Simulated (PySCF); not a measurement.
Species: C₃H₇F₂Si₂ (doublet state).
Cartesian coordinates in Å at the GFN2-xTB level; atoms count from 1:
```xyz
14
C3H7F2Si2 angstrom
C      0.298    2.189   -0.335
C      0.624    0.906    0.036
Si     0.166   -0.617   -1.015
Si    -1.504   -1.824    0.043
C      1.278    0.656    1.207
F      1.682    1.561    2.102
F      1.614   -0.568    1.626
H      0.546    3.039    0.277
H     -0.210    2.374   -1.261
H     -0.210   -0.042   -2.314
H      1.420   -1.348   -1.231
H     -1.106   -2.311    1.365
H     -1.881   -2.992   -0.757
H     -2.718   -1.023    0.233
```

The hyperfine couplings belong to this conformer and change with its torsions.

As a line formula: `C(=C)([SiH2][SiH3])[C](F)F` [radical].

Level of theory: PySCF, UKS B3LYP, pcH-1 on C F H Si, non-relativistic, mean-field spin-orbit, GIAO. One conformer (not necessarily the lowest) at the GFN2-xTB geometry, without solvent, vibrations or thermal averaging. Couplings are sensitive to structure, and on GFN2-xTB geometries they can be far from those on DFT ones. Stability of the SCF solution: not tested. ⟨S²⟩ is 0.775 where a pure state has 0.75.

**Question.** Predict the first-order ENDOR lines of C5, C1, C2, F7, F6, H9, H8, H10/H11, Si4 and Si3 under fast tumbling at B = 3335.9 mT (W band).

**Answer.** ν± = |νn ± a/2|, one line for each electron-spin manifold; νn = |g_N| × 7.62259 MHz/T × B.

| nuclei | isotope | g_N | νn (MHz) | a_iso (MHz) | lower line (MHz) | upper line (MHz) |
| --- | --- | --- | --- | --- | --- | --- |
| C5 | 13C | 1.4048 | 35.72 | 69.99 | 0.73 | 70.72 |
| C1 | 13C | 1.4048 | 35.72 | 56.99 | 7.23 | 64.22 |
| C2 | 13C | 1.4048 | 35.72 | -48.59 | 11.43 | 60.02 |
| F7 | 19F | 5.2577 | 133.69 | 90.88 | 88.25 | 179.14 |
| F6 | 19F | 5.2577 | 133.69 | 85.09 | 91.15 | 176.24 |
| H9 | 1H | 5.5857 | 142.03 | -44.92 | 119.57 | 164.50 |
| H8 | 1H | 5.5857 | 142.03 | -42.95 | 120.56 | 163.51 |
| H10/H11 | 1H | 5.5857 | 142.03 | -4.46 | 139.81 | 144.26 |
| Si4 | 29Si | -1.1106 | 28.24 | 7.02 | 24.73 | 31.75 |
| Si3 | 29Si | -1.1106 | 28.24 | -5.95 | 25.27 | 31.21 |

The rows for 13C and 29Si, of low natural abundance, apply to labelled samples.

**Question.** Which pairs are centred on the nuclear Larmor frequency, and which on half the coupling?

**Answer.** Centred on νn, since |a| < 2νn: C5, C1, C2, F7, F6, H9, H8, H10/H11, Si4 and Si3. No pair has |a| > 2νn.

**Question.** At what field would the lower line of C5 fall to zero frequency?

**Answer.** Where νn = |a|/2, that is B = 35.00 MHz/(1.4048 × 7.62259 MHz/T) = 3270 mT, as far as first order holds there.

Nuclei that the bonding pattern makes equivalent are averaged, as if the motion that swaps them (rotation, inversion, ring flip) were fast. F6 and F7 aren't averaged: C5 is flat or nearly so (angle sum 360°), and its turn about the short C5–C2 bond (1.36 Å) is taken as slow. The 1H value of -4.5 MHz is a mean of couplings from -7.5 to -1.5 MHz in this one geometry, not an average over conformers.

Largest spin populations (Mulliken): C1 (+0.72), C5 (+0.51) and C2 (-0.24). The angles at C1 add up to 360.0°, so it is planar; its axial dipolar tensor and the negative couplings of its protons fit spin in a p orbital normal to that plane.

The SMILES draws the unpaired electron on C5; the largest computed Mulliken spin population is on C1 (0.72 against 0.51).
